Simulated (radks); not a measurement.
Question: Species: Pb2+. Configuration: [Hg]. Calculated with a radial shooting solver on a logarithmic mesh with Libxc functionals: Dirac Kohn-Sham, PBE, spin-unpolarised, spherical densities, finite nucleus; Fermi nuclear charge, rms radius 5.5012 fm. Some entries of the table are withheld. Estimate them.

| orbital | occ. | eigenvalue (eV) | r(max) (bohr) |
|---|---|---|---|
| 1s1/2 | 2 | -87934.27 | 0.009845 |
| 2s1/2 | 2 | -15729.36 | (1) |
| 2p1/2 | 2 | -15112.84 | 0.04198 |
| 2p3/2 | 4 | -12923.56 | 0.04970 |
| 3s1/2 | 2 | -3788.214 | 0.1615 |
| 3p1/2 | 2 | -3508.393 | 0.1504 |
| 3p3/2 | 4 | -3019.943 | 0.1660 |
| 3d3/2 | 4 | -2557.449 | 0.1289 |
| 3d5/2 | 6 | -2453.491 | 0.1331 |
| 4s1/2 | 2 | -870.5637 | 0.3629 |
| 4p1/2 | 2 | -749.1485 | 0.3603 |
| 4p3/2 | 4 | -629.5894 | 0.3919 |
| 4d3/2 | 4 | -431.1993 | (2) |
| 4d5/2 | 6 | -408.8808 | (3) |
| 5s1/2 | 2 | (4) | 0.7902 |
| 4f5/2 | 6 | -152.0976 | 0.3477 |
| 4f7/2 | 8 | -147.0662 | 0.3521 |
| 5p1/2 | 2 | -118.9647 | 0.8284 |
| 5p3/2 | 4 | -96.6353 | 0.9055 |
| 5d3/2 | 4 | -39.4119 | (5) |
| 5d5/2 | 6 | -36.7986 | (6) |
| 6s1/2 | 2 | -27.4189 | 1.920 |

Answer: 
(1) 2s1/2 r(max) (bohr): 0.05739
(2) 4d3/2 r(max) (bohr): 0.3832
(3) 4d5/2 r(max) (bohr): 0.3928
(4) 5s1/2 eigenvalue (eV): -160.4131
(5) 5d3/2 r(max) (bohr): 1.054
(6) 5d5/2 r(max) (bohr): 1.086
